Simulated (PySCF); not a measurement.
**How the method moves the HOMO and LUMO of `C=C(Cl)O[SiH3]`**

Species: C2H5ClOSi.
Geometry (PBE0-D3(BJ)/def2-SVP, Å), atoms numbered from 1 in this order:
```xyz
10
C2H5ClOSi angstrom
C     -2.444    0.503    0.851
C     -1.542    0.174   -0.074
Cl    -1.966    0.152   -1.777
O     -0.281   -0.156    0.186
Si     0.968   -0.564   -0.882
H     -3.462    0.763    0.570
H     -2.144    0.507    1.899
H      2.118   -0.815    0.025
H      1.266    0.568   -1.803
H      0.629   -1.793   -1.650
```

Basis pcSseg-2 throughout (PySCF), one geometry. Geometry: PBE0-D3(BJ)/def2-SVP, one conformer, isolated molecule.

Question: How do the orbital energies, the gap and the dipole change with the method?

Answer: 
```json
{"method": "BLYP", "kind": "GGA", "HOMO (eV)": "-5.66", "LUMO (eV)": "-0.94", "gap (eV)": "4.73", "μ (D)": "0.84", "SCF cycles": "15"}
{"method": "B97-D", "kind": "GGA", "HOMO (eV)": "-5.77", "LUMO (eV)": "-0.91", "gap (eV)": "4.86", "μ (D)": "0.84", "SCF cycles": "16"}
{"method": "OPBE", "kind": "GGA", "HOMO (eV)": "-5.78", "LUMO (eV)": "-0.92", "gap (eV)": "4.86", "μ (D)": "0.88", "SCF cycles": "16"}
{"method": "PBE", "kind": "GGA", "HOMO (eV)": "-5.81", "LUMO (eV)": "-1.08", "gap (eV)": "4.73", "μ (D)": "0.86", "SCF cycles": "16"}
{"method": "KT2", "kind": "GGA", "HOMO (eV)": "-5.83", "LUMO (eV)": "-1.17", "gap (eV)": "4.65", "μ (D)": "0.88", "SCF cycles": "17"}
{"method": "KT3", "kind": "GGA", "HOMO (eV)": "-5.83", "LUMO (eV)": "-1.10", "gap (eV)": "4.74", "μ (D)": "0.88", "SCF cycles": "17"}
{"method": "BP86", "kind": "GGA", "HOMO (eV)": "-5.91", "LUMO (eV)": "-1.09", "gap (eV)": "4.81", "μ (D)": "0.85", "SCF cycles": "15"}
{"method": "LDA", "kind": "LDA", "HOMO (eV)": "-5.98", "LUMO (eV)": "-1.32", "gap (eV)": "4.66", "μ (D)": "0.88", "SCF cycles": "15"}
{"method": "B97-2", "kind": "global hybrid", "HOMO (eV)": "-6.72", "LUMO (eV)": "-0.18", "gap (eV)": "6.54", "μ (D)": "0.84", "SCF cycles": "14"}
{"method": "B3LYP", "kind": "global hybrid", "HOMO (eV)": "-6.76", "LUMO (eV)": "-0.41", "gap (eV)": "6.34", "μ (D)": "0.82", "SCF cycles": "14"}
{"method": "PBE0", "kind": "global hybrid", "HOMO (eV)": "-6.97", "LUMO (eV)": "-0.20", "gap (eV)": "6.77", "μ (D)": "0.84", "SCF cycles": "14"}
{"method": "mPW1PW91", "kind": "global hybrid", "HOMO (eV)": "-7.00", "LUMO (eV)": "-0.21", "gap (eV)": "6.79", "μ (D)": "0.82", "SCF cycles": "14"}
{"method": "BHandHLYP", "kind": "global hybrid", "HOMO (eV)": "-8.00", "LUMO (eV)": "0.61", "gap (eV)": "8.62", "μ (D)": "0.79", "SCF cycles": "12"}
{"method": "CAM-B3LYP", "kind": "range-separated hybrid", "HOMO (eV)": "-8.30", "LUMO (eV)": "0.73", "gap (eV)": "9.02", "μ (D)": "0.80", "SCF cycles": "13"}
{"method": "wB97X-D", "kind": "range-separated hybrid", "HOMO (eV)": "-8.81", "LUMO (eV)": "1.54", "gap (eV)": "10.35", "μ (D)": "0.83", "SCF cycles": "14"}
{"method": "HF", "kind": "Hartree–Fock", "HOMO (eV)": "-9.55", "LUMO (eV)": "2.54", "gap (eV)": "12.08", "μ (D)": "0.76", "SCF cycles": "11"}
{"method": "LC-wPBE", "kind": "range-separated hybrid", "HOMO (eV)": "-9.65", "LUMO (eV)": "1.86", "gap (eV)": "11.52", "μ (D)": "0.79", "SCF cycles": "14"}
```

The HOMO spans 3.99 eV, from BLYP down to LC-wPBE, and the gap runs from 4.65 eV (KT2) to 12.08 eV (HF). Over the methods BLYP (0 %), B97-D (0 %), OPBE (0 %), PBE (0 %), KT2 (0 %), KT3 (0 %), BP86 (0 %), LDA (0 %), B97-2 (21 %), B3LYP (20 %), PBE0 (25 %), mPW1PW91 (25 %), BHandHLYP (50 %), HF (100 %), a straight line through the gap against the share of exact exchange rises by 0.74 eV for each 10 % (correlation coefficient 0.999). The dipole ranges from 0.76 D (HF) to 0.88 D (OPBE). This basis has no diffuse functions.
